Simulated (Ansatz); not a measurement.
## Nudged elastic band run: CH4OSi2

The input (input.yaml):

```yaml
crystal:
  periodic: [false, false, false]
  atoms:
    - { symbol: C, position_ang: [-0.24191, 1.146367, -0.634415] }
    - { symbol: Si, position_ang: [-0.508678, 1.759798, 1.017989] }
    - { symbol: Si, position_ang: [0.47813, -0.359326, 0.00547] }
    - { symbol: O, position_ang: [-0.268041, -1.859708, -0.059915] }
    - { symbol: H, position_ang: [-0.48058, 1.555028, -1.624835] }
    - { symbol: H, position_ang: [0.312387, 0.271715, 1.52921] }
    - { symbol: H, position_ang: [1.933453, -0.696545, 0.008307] }
    - { symbol: H, position_ang: [-1.22476, -1.817327, -0.24181] }
basis:
  gaussian: { orbitals: def2-SVP }
hamiltonian:
  xc: pbe
neb:
  order_check: false
  images: 5
  f_tol: 0.05
  max_iterations: 60
  initial_path: idpp
  final_atoms:
    - { symbol: C, position_ang: [-0.16456218, 1.25175382, -0.54646699] }
    - { symbol: Si, position_ang: [-1.74592684, 0.47661535, -0.77246897] }
    - { symbol: Si, position_ang: [0.70805501, -0.13176549, 0.21799505] }
    - { symbol: O, position_ang: [-0.72840205, -1.17174417, -0.03773828] }
    - { symbol: H, position_ang: [0.17750604, 2.25773611, -0.82911447] }
    - { symbol: H, position_ang: [0.96909501, -0.18654676, 1.70638108] }
    - { symbol: H, position_ang: [1.88177182, -0.80973865, -0.44381964] }
    - { symbol: H, position_ang: [-1.09753581, -1.68630822, 0.70523321] }
```

Command:

```bash
$ ansatz run input.yaml --threads 1 --pin off --max-ram 2048MiB --backend cpu --events-out ev --progress --plain --runs-dir out
```

Output, in part (warnings, iteration lines, the closing report on the highest movable image, with atoms numbered from 0):

```
NEB end point (image 0): max|allowed force component| = 1.343e-2 eV/Å (the criterion of neb.relax_end_points is 1.000e-2)
NEB end point (image 6): max|allowed force component| = 7.594e-3 eV/Å (the criterion of neb.relax_end_points is 1.000e-2)
NEB iter   1: max|band force component| = 2.277e0 eV/Å  barrier→ = 1.4482 eV  barrier← = 1.4583 eV  Δτ_max = 0.2000 Å  (195 SCF iters)
NEB iter   2: max|band force component| = 1.731e0 eV/Å  barrier→ = 1.1090 eV  barrier← = 1.1191 eV  Δτ_max = 0.2000 Å  (148 SCF iters)
NEB iter   3: max|band force component| = 1.021e0 eV/Å  barrier→ = 0.7328 eV  barrier← = 0.7429 eV  Δτ_max = 0.1969 Å  (176 SCF iters)
NEB iter   4: max|band force component| = 3.891e-1 eV/Å  barrier→ = 0.5409 eV  barrier← = 0.5510 eV  CI = image 3  Δτ_max = 0.2000 Å  (159 SCF iters)
NEB iter   5: max|band force component| = 6.626e-1 eV/Å  barrier→ = 0.5203 eV  barrier← = 0.5304 eV  CI = image 3  Δτ_max = 0.0988 Å  (159 SCF iters)
NEB iter   6: max|band force component| = 3.929e-1 eV/Å  barrier→ = 0.5117 eV  barrier← = 0.5218 eV  CI = image 3  Δτ_max = 0.1007 Å  (147 SCF iters)
NEB iter   7: max|band force component| = 8.680e-1 eV/Å  barrier→ = 0.5008 eV  barrier← = 0.5109 eV  CI = image 3  Δτ_max = 0.0499 Å  (147 SCF iters)
NEB iter   8: max|band force component| = 1.094e-1 eV/Å  barrier→ = 0.4939 eV  barrier← = 0.5040 eV  CI = image 3  Δτ_max = 0.0995 Å  (150 SCF iters)
NEB iter   9: max|band force component| = 9.139e-2 eV/Å  barrier→ = 0.4804 eV  barrier← = 0.4905 eV  CI = image 3  Δτ_max = 0.0997 Å  (148 SCF iters)
NEB iter  10: max|band force component| = 1.957e-1 eV/Å  barrier→ = 0.4685 eV  barrier← = 0.4786 eV  CI = image 3  Δτ_max = 0.0498 Å  (148 SCF iters)
NEB iter  11: max|band force component| = 1.387e-1 eV/Å  barrier→ = 0.4651 eV  barrier← = 0.4752 eV  CI = image 3  Δτ_max = 0.0500 Å  (150 SCF iters)
NEB iter  12: max|band force component| = 8.819e-2 eV/Å  barrier→ = 0.4627 eV  barrier← = 0.4728 eV  CI = image 3  Δτ_max = 0.0500 Å  (151 SCF iters)
NEB iter  13: max|band force component| = 6.469e-2 eV/Å  barrier→ = 0.4600 eV  barrier← = 0.4701 eV  CI = image 3  Δτ_max = 0.0500 Å  (145 SCF iters)
NEB iter  14: max|band force component| = 1.114e-1 eV/Å  barrier→ = 0.4605 eV  barrier← = 0.4706 eV  CI = image 3  Δτ_max = 0.0250 Å  (147 SCF iters)
NEB iter  15: max|band force component| = 9.116e-2 eV/Å  barrier→ = 0.4605 eV  barrier← = 0.4706 eV  CI = image 3  Δτ_max = 0.0502 Å  (148 SCF iters)
NEB iter  16: max|band force component| = 1.454e-1 eV/Å  barrier→ = 0.4596 eV  barrier← = 0.4697 eV  CI = image 3  Δτ_max = 0.0250 Å  (142 SCF iters)
NEB iter  17: max|band force component| = 6.622e-2 eV/Å  barrier→ = 0.4588 eV  barrier← = 0.4689 eV  CI = image 3  Δτ_max = 0.0499 Å  (142 SCF iters)
NEB iter  18: max|band force component| = 9.486e-2 eV/Å  barrier→ = 0.4587 eV  barrier← = 0.4688 eV  CI = image 3  Δτ_max = 0.0250 Å  (143 SCF iters)
NEB iter  19: max|band force component| = 8.800e-2 eV/Å  barrier→ = 0.4587 eV  barrier← = 0.4688 eV  CI = image 3  Δτ_max = 0.0250 Å  (125 SCF iters)
NEB iter  20: max|band force component| = 7.336e-2 eV/Å  barrier→ = 0.4587 eV  barrier← = 0.4688 eV  CI = image 3  Δτ_max = 0.0250 Å  (124 SCF iters)
NEB iter  21: max|band force component| = 5.449e-2 eV/Å  barrier→ = 0.4587 eV  barrier← = 0.4688 eV  CI = image 3  Δτ_max = 0.0250 Å  (125 SCF iters)
NEB iter  22: max|band force component| = 4.669e-2 eV/Å  barrier→ = 0.4587 eV  barrier← = 0.4688 eV  CI = image 3  Δτ_max = 0.0000 Å  (266 SCF iters)
Total energy: -18884.06193653 eV, -693.9764760907 hartree
Atom 0 at    -0.100771     1.257032    -0.609403 Å, force     0.000981    -0.005867     0.003808 eV/Å
Atom 1 at    -1.493667     2.190777    -0.216009 Å, force    -0.000412     0.002197    -0.001374 eV/Å
Atom 2 at     0.375168    -0.319356     0.267958 Å, force     0.002074     0.000715     0.000333 eV/Å
Atom 3 at    -0.871709    -1.438929     0.041710 Å, force    -0.002013     0.005179    -0.003737 eV/Å
Atom 4 at     0.572431     1.506349    -1.454881 Å, force    -0.000950     0.003007    -0.002075 eV/Å
Atom 5 at     0.573129    -0.105700     1.751480 Å, force    -0.000343     0.000196    -0.000172 eV/Å
Atom 6 at     1.686500    -0.810849    -0.297344 Å, force    -0.000253     0.000156    -0.000039 eV/Å
Atom 7 at    -0.741080    -2.279320     0.516491 Å, force     0.000915    -0.005584     0.003256 eV/Å
Dipole moment:     0.036782    -0.023665     0.047160 e Å
```

The run converged. A vibrational analysis at the climbing image gives one clearly imaginary mode, 114i cm⁻¹: a first-order saddle point.

Final band (atoms are numbered from 1 in the order of the input):

```json
{"image": "0", "path coordinate (Å)": "0.00", "energy (kcal/mol)": "0.0", "dihedral Si2–Si3–O4–H8 (°)": "38"}
{"image": "1", "path coordinate (Å)": "0.91", "energy (kcal/mol)": "5.4", "dihedral Si2–Si3–O4–H8 (°)": "-45"}
{"image": "2", "path coordinate (Å)": "1.83", "energy (kcal/mol)": "9.1", "dihedral Si2–Si3–O4–H8 (°)": "-115"}
{"image": "3", "path coordinate (Å)": "2.75", "energy (kcal/mol)": "10.6", "dihedral Si2–Si3–O4–H8 (°)": "-153"}
{"image": "4", "path coordinate (Å)": "3.54", "energy (kcal/mol)": "9.3", "dihedral Si2–Si3–O4–H8 (°)": "-155"}
{"image": "5", "path coordinate (Å)": "4.33", "energy (kcal/mol)": "5.5", "dihedral Si2–Si3–O4–H8 (°)": "-145"}
{"image": "6", "path coordinate (Å)": "5.13", "energy (kcal/mol)": "-0.2", "dihedral Si2–Si3–O4–H8 (°)": "-125"}
```

The run took 2 min on 1 thread of Intel(R) Xeon(R) 6975P-C (Granite Rapids) (shared host), peak memory 0.16 GiB.
